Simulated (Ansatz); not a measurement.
Compare A (`C1=N[SiH2]C1`) with its isomer B (`C=C1N[SiH2]1`).

Calculated with Ansatz (gas phase, PBE0-D4/def2-TZVP geometries, no zero-point term in ΔE). CBS: MP2 limit from def2 TZ/QZ plus the TZ coupled-cluster correction, frozen cores. Functionals use def2-TZVPP. B3LYP here is the variant with VWN-RPA as its local correlation; programs differ in this.

Which isomer does CCSD(T)/CBS put lower? Give the gap. (Estimate.)

The calculation gave: A, by 88.7 kJ/mol.

Give E(B) − E(A) in kJ/mol with LDA (SPW92), MP2/def2-TZVPP, BLYP-D4, CCSD(T)/def2-TZVPP, CCSD(T)/def2-SVP, B3LYP, B2PLYP. (Estimate.)

Ansatz gave: LDA (SPW92) 62.7, MP2/def2-TZVPP 90.7, BLYP-D4 67.5, CCSD(T)/def2-TZVPP 93.1, CCSD(T)/def2-SVP 93.6, B3LYP 74.5, B2PLYP 82.3. None reverses the order clearly.

Does the order hold for the free energy at 298.15 K (harmonic terms from PBE0-D4)? (An estimate is asked.)

The calculation gave: Yes: G(B) − G(A) = +85.5 kJ/mol.

Largest T1 diagnostic: 0.014.

From PBE to PBE0 (25 % exact exchange), in def2-TZVPP and without D4, E(B) − E(A) moves by +10.0 kJ/mol. In def2-TZVPP, CCSD(T) changes the Hartree–Fock value by −11.4 kJ/mol (the triples alone add −1.9 kJ/mol) and MP2 by −13.7 kJ/mol.
